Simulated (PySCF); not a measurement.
Bonds (- single, = double, # triple, : aromatic): C1-C2, C2-C3, C3-Si4, Si4-C5, Si4-C6, C6-C7, C7-C8, C8-C9, C5-C1, C9-Si4. C1 carries H10, H11; C2 carries H12, H13; C3 carries H14, H15; C5 carries H16, H17; C6 carries H18, H19; C7 carries H20, H21; C8 carries H22, H23; C9 carries H24, H25.

- shieldings: GIAO PBE0/pcSseg-1
- geometry from GFN2-xTB
- code: PySCF 2.14.0 with density-fitted response routines
- non-relativistic, one averaged value for each set of equivalent atoms, no solvent, a single conformation

**Question.** List the cross peaks expected in HSQC, COSY and HMBC spectra.

**Answer.** 

HSQC (one-bond C–H):
```tsv
δH	δC
1.58 (H10/H11/H12/H13/H20/H21/H22/H23)	31.7 (C1/C2/C7/C8)
0.70 (H14/H15/H16/H17/H18/H19/H24/H25)	15.2 (C3/C5/C6/C9)
```

COSY cross peaks (H two or three bonds apart, from the bond graph; peaks can be absent where the dihedral angle is near 90°):
```tsv
δH	δH
1.58 (H10/H11/H12/H13/H20/H21/H22/H23)	0.70 (H14/H15/H16/H17/H18/H19/H24/H25)
```

HMBC (two and three bonds, from the bond graph):
```tsv
δH	δC
1.58 (H10/H11/H12/H13/H20/H21/H22/H23)	31.7 (C1/C2/C7/C8), 15.2 (C3/C5/C6/C9)
0.70 (H14/H15/H16/H17/H18/H19/H24/H25)	31.7 (C1/C2/C7/C8), 15.2 (C3/C5/C6/C9)
```

Chemical shifts δ = σref − σ; ¹H and ¹³C against TMS, all at this level.

Short H···H contacts in this conformer between protons four or more bonds apart (candidates for NOE cross peaks, intensity ∝ r⁻⁶): H11···H15 2.70 Å, H19···H23 2.70 Å.

Shifts are as computed. Against solution values, carbons near 30 ppm lie about +3 ppm off and those near 130 ppm about +5 ppm. Of 1211 compounds with measured shifts, 218 miss one by over three times the rms of a fit or turn the order of signals round; such compounds aren't used in these exercises.
